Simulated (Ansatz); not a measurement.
Ansatz (an electronic-structure program) input (HF/def2-TZVP):

Ansatz 0.2 input:
```yaml
crystal:
  periodic: [false, false, false]
  atoms:
    - {symbol: Cu, position_ang: [-0.00000000, -0.00000000, -0.41954120]}
    - {symbol: F, position_ang: [0.00000000, 0.00000000, 1.35185499]}
basis:
  gaussian:
    orbitals: def2-TZVP
hamiltonian:
  xc: {name: HF}
relax: {f_tol: 0.003, max_steps: 100}
```

End of the output:

```
mean field -47304.71684223 eV, -1738.4162796631 hartree, gradient 1.8e-5 eV, S^2 0.000000; 0 other end points of the search recorded, 0 dependent functions left out
the calculation of the forces begins
reference -47304.71684223 eV, -1738.4162796631 hartree; 19, 19 occupied and 57, 57 virtual orbitals, 705 factors
relax step   4: F+E_penalty+E_count = -47304.71684223 eV  Δ(F+E_penalty+E_count) = -7.163e-5 eV  max|allowed force component| = 1.346e-3 eV/Å  Δτ_max = 0.0014 Å  (49 SCF iters, accepted)
integrals: 0.02 GiB planned
705 factors; integrals over basis functions are off by at most 3.5e-4 eV
mean field: 0.16 GiB planned
mean field evaluation 64: about -47304.7167 eV, gradient 1.6e-1 eV
mean field -47304.71684223 eV, -1738.4162796631 hartree, gradient 1.8e-5 eV, S^2 0.000000; 1 other end points of the search recorded, 0 dependent functions left out
the calculation of the forces begins
reference -47304.71684223 eV, -1738.4162796631 hartree; 19, 19 occupied and 57, 57 virtual orbitals, 705 factors
Total energy: -47304.71684223 eV, -1738.4162796631 hartree
Atom 0 at    -0.000000     0.000000    -0.445791 Å, force    -0.000000     0.000000    -0.001346 eV/Å
Atom 1 at     0.000000    -0.000000     1.378105 Å, force     0.000000    -0.000000     0.001346 eV/Å
Dipole moment:    -0.000000    -0.000000    -1.405877 e Å
```
